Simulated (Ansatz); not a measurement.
Input file for CH$_{7}$FN$_{2}$Si (`NC[SiH](N)F`):

```yaml
crystal:
  periodic: [false, false, false]
  atoms:
    - {symbol: N, position_ang: [-0.859254, 0.847317, 1.120084]}
    - {symbol: C, position_ang: [-0.595386, 0.869808, -0.320700]}
    - {symbol: Si, position_ang: [0.795436, -0.323635, -0.688273]}
    - {symbol: N, position_ang: [0.367405, -1.815695, -0.010320]}
    - {symbol: F, position_ang: [2.126447, 0.322421, -0.045340]}
    - {symbol: H, position_ang: [-0.074501, 1.235205, 1.628829]}
    - {symbol: H, position_ang: [-1.666741, 1.411922, 1.351750]}
    - {symbol: H, position_ang: [-1.481478, 0.497030, -0.845084]}
    - {symbol: H, position_ang: [-0.380879, 1.866780, -0.734176]}
    - {symbol: H, position_ang: [1.107459, -0.490976, -2.127511]}
    - {symbol: H, position_ang: [-0.153006, -1.813416, 0.853344]}
    - {symbol: H, position_ang: [0.891600, -2.662058, -0.148503]}
basis:
  gaussian: {orbitals: def2-TZVPP}
correlation: {method: ccsd_t}
output: {orbitals: {seedname: orbitals}}
```

```sh
$ ansatz run in.yaml --threads 4 --pin off --events-out ev --progress --plain
```

The program prints (abridged):

```
Functional definition: HF
1554 factors; integrals over basis functions are off by at most 1.1e-3 eV
mean field evaluation 1: about -14673.7419 eV, gradient 4.9e1 eV
mean field evaluation 2: about -14673.9613 eV, gradient 5.0e1 eV
mean field evaluation 4: about -14678.8679 eV, gradient 3.7e0 eV
mean field evaluation 8: about -14678.9277 eV, gradient 2.5e-1 eV
mean field -14678.92793369 eV, -539.4406518283 hartree, gradient 2.8e-6 eV, S^2 0.000000; 0 other end points of the search recorded, 0 dependent functions left out
9 core orbitals not correlated: weight in the atoms' cores, before any rotation towards them, 1.000 or more for the frozen orbitals, at most 0.000 for the correlated occupied ones
reference -14678.92793369 eV, -539.4406518283 hartree; 16, 16 occupied and 239, 239 virtual orbitals, 1554 factors
second order -26.55757922 eV of doubles, -0.00000000 eV of singles
cycle   1  -26.88632473 eV  change   -3.3e-1 eV  update   9.7e-2
cycle   2  -27.44056441 eV  change   -5.5e-1 eV  update   2.7e-2
cycle   3  -27.56044323 eV  change   -1.2e-1 eV  update   1.3e-2
cycle   4  -27.55094065 eV  change    9.5e-3 eV  update   3.0e-3
cycle   5  -27.55003822 eV  change    9.0e-4 eV  update   1.2e-3
cycle   6  -27.55063757 eV  change   -6.0e-4 eV  update   3.8e-4
cycle   7  -27.55043512 eV  change    2.0e-4 eV  update   1.4e-4
cycle   8  -27.55037037 eV  change    6.5e-5 eV  update   4.4e-5
cycle   9  -27.55038002 eV  change   -9.7e-6 eV  update   1.6e-5
perturbative correction -0.96580814 eV, -0.0354927946 hartree
Total energy: -14707.44412186 eV, -540.4886024145 hartree
```

Run time 2.2 min (4 threads of a server CPU on a shared host); peak host memory 6.7 GiB.

Correlation energy per correlated electron: -0.891 eV. T1 diagnostic: 0.0103.
